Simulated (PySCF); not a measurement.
**Germanium: a sound run and one with changed settings**

Sound run: Ge⁺ [Ar] 3d10 4s2 4p1, Ge²⁺ [Ar] 3d10 4s2. All numbers are calculated (PySCF 2.14, the spin-free X2C one-electron Hamiltonian (Gaussian nucleus), in x2c-SVPall (5s4p3d, 32 functions)). In the sound run the correlated levels freeze [Ar] 3d10. The sound run starts from symmetry-adapted Hartree-Fock orbitals and uses a fine grid where one is needed.

Changed run: a valence shell is frozen. This setting is unsound on purpose.

Ionisation energy of Ge⁺:

```
 method  sound run (eV)  changed run (eV)
    UHF          15.235            15.235
    MP2          15.390            15.235
SCS-MP2          15.371            15.235
   CCSD          15.466            15.235
CCSD(T)          15.480            15.235
  CCSDT             n/a            15.235
    FCI             n/a            15.235
```

Freezing a valence shell removes pair correlation that changes on ionisation.

For comparison, NIST gives 15.935 eV between the lowest levels.
